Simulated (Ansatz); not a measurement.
```yaml
crystal:
  periodic: [false, false, false]
  atoms:
    - {symbol: C, position_ang: [-1.596327, 1.909037, -0.445866]}
    - {symbol: O, position_ang: [-0.101384, 1.345372, -0.201560]}
    - {symbol: Sn, position_ang: [0.475324, 0.399814, 0.691107]}
    - {symbol: F, position_ang: [1.961849, 0.712733, 1.327879]}
    - {symbol: F, position_ang: [-0.875507, 0.417777, 2.149746]}
    - {symbol: O, position_ang: [0.173704, -1.555531, 0.381562]}
    - {symbol: C, position_ang: [1.113758, -2.232324, -0.474009]}
    - {symbol: H, position_ang: [-2.342705, 2.158777, 0.507397]}
    - {symbol: H, position_ang: [-2.356322, 0.929523, -0.967973]}
    - {symbol: H, position_ang: [-1.738514, 2.680611, -1.247716]}
    - {symbol: H, position_ang: [2.520092, -1.782823, 0.000092]}
    - {symbol: H, position_ang: [1.173554, -3.259263, -0.624211]}
    - {symbol: H, position_ang: [1.359428, -1.669995, -1.482483]}
basis:
  gaussian: {orbitals: def2-TZVPD, nuclear_model: gaussian}
hamiltonian: {xc: {name: PBEsol}, dispersion: d3bj, pseudopotentials: {relativity: scalar}}
accuracy: high
relax: {f_tol: 0.001, max_steps: 3}
output: {forces: true}
```

```sh
$ ansatz run in.yaml --threads 2 --pin off --events-out ev --progress --plain --max-ram 20480MiB --backend cuda --devices 0, --max-vram 18GiB
```

It prints (some lines left out):

```
Functional definition: PBEsol
6358 factors; integrals over basis functions are off by at most 2.2e-9 eV
mean field evaluation 1: about -17455.7010 eV, gradient 1.1e2 eV
mean field evaluation 2: about -17338.8597 eV, gradient 2.4e2 eV
mean field evaluation 4: about -17474.9680 eV, gradient 1.7e1 eV
mean field evaluation 8: about -17475.3999 eV, gradient 5.9e-1 eV
mean field evaluation 16: about -17475.4030 eV, gradient 6.9e-4 eV
mean field -17475.40299992 eV, -642.2092149933 hartree, gradient 3.4e-8 eV, S^2 0.000000; 0 other end points of the search recorded, 0 dependent functions left out
reference -17475.40300621 eV, -642.2092152246 hartree; 37, 37 occupied and 307, 307 virtual orbitals, 6358 factors
relax step   1: F+E_penalty+E_count = -17475.51967816 eV  Δ(F+E_penalty+E_count) = +0.000e0 eV  max|allowed force component| = 3.474e1 eV/Å  Δτ_max = 0.0000 Å  (36 SCF iters, accepted)
6363 factors; integrals over basis functions are off by at most 3.3e-9 eV
mean field evaluation 32: about -17485.3976 eV, gradient 1.1e-8 eV
mean field -17485.39762369 eV, -642.5765106426 hartree, gradient 2.6e-8 eV, S^2 0.000000; 0 other end points of the search recorded, 0 dependent functions left out
reference -17485.39762982 eV, -642.5765108678 hartree; 37, 37 occupied and 307, 307 virtual orbitals, 6363 factors
relax step   2: F+E_penalty+E_count = -17485.50786540 eV  Δ(F+E_penalty+E_count) = -9.988e0 eV  max|allowed force component| = 7.594e0 eV/Å  Δτ_max = 0.1947 Å  (46 SCF iters, accepted)
6393 factors; integrals over basis functions are off by at most 3.5e-9 eV
mean field -17488.13346805 eV, -642.6770510681 hartree, gradient 9.2e-9 eV, S^2 0.000000; 0 other end points of the search recorded, 0 dependent functions left out
reference -17488.13347404 eV, -642.6770512882 hartree; 37, 37 occupied and 307, 307 virtual orbitals, 6393 factors
relax step   3: F+E_penalty+E_count = -17488.24159797 eV  Δ(F+E_penalty+E_count) = -2.734e0 eV  max|allowed force component| = 2.023e0 eV/Å  Δτ_max = 0.1949 Å  (49 SCF iters, accepted)
Error: geometry relaxation did not converge after 3 steps: max|allowed force component| = 2.02e0 eV/Å (threshold 1.0e-3). Raise `relax.max_steps` over both its present limit and 3, loosen `relax.f_tol`, or start from a geometry closer to equilibrium. Where this run's directory can be resumed (`checkpoint.write`), a resume goes on for up to `relax.max_steps` more
```

Q: Something in this input is off. What?

A: The relaxation is allowed too few steps for its threshold. The calculation stopped without meeting its thresholds.
